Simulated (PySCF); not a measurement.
C6H12SSi2.
SMILES with atom numbers: `[CH:1]#[C:2][Si@:3]1([CH3:4])[CH2:5][C@H:6]([S:7][SiH3:8])[CH2:9]1`

Probes without a nucleus sit at each ring's centroid and 1 Å off its mean plane on both sides; NICS is minus the shielding there, NICSzz its component along the normal. Level: GIAO PBE0/pcSseg-1 (PySCF, non-relativistic, gas phase) on the GFN2-xTB geometry, one conformer.

Ring bond lengths (Å), with Mayer bond orders in brackets: Si3–C5 1.918 (0.90), C5–C6 1.534 (0.96), C6–C9 1.535 (0.97), C9–Si3 1.917 (0.91).

**Question.** What do the NICS probes read (ppm)?

**Answer.** 
| ring | type | NICS(0) | NICS(1), two faces | NICS(1)zz, two faces | rms pucker (Å) | centre to ring atoms, mean (Å) |
| --- | --- | --- | --- | --- | --- | --- |
| Si3–C5–C6–C9 | 4-membered ring with Si; formal bonds all single | -0.1 | -0.7 / -1.6 | 7.0 / 2.6 | 0.09 | 1.21 |

**Question.** What do they say, and how far can they be read as aromaticity?

**Answer.** 
- Si3–C5–C6–C9: mean NICS(1)zz 4.8 ppm, deshielded. Si3, C5, C6, C9 have four or more neighbours, so the value isn't read as a sign of a π ring current. The two faces differ by 4.4 ppm, so no symmetry operation interchanges them.

**Question.** At the second NICS(1) probe listed for ring Si3–C5–C6–C9, 1 Å off the ring, what do the in-plane components average?

**Answer.** The isotropic value is a third of the trace: (3 × -1.6 − (2.6))/2 = -3.7 ppm.

**Question.** List the ring angles and the Hirshfeld charges of the ring atoms.

**Answer.** 
- Si3–C5–C6–C9: Si3 76.2° (+0.424 e), C5 90.2° (-0.173 e), C6 100.8° (-0.025 e), C9 90.2° (-0.168 e); sum 357.4° against 360° for a flat convex ring.

Conformer computed: `[CH:1]#[C:2][Si@:3]1([CH3:4])[CH2:5][C@H:6]([S:7][SiH3:8])[CH2:9]1`: C5–C6–S7–Si8 65°.
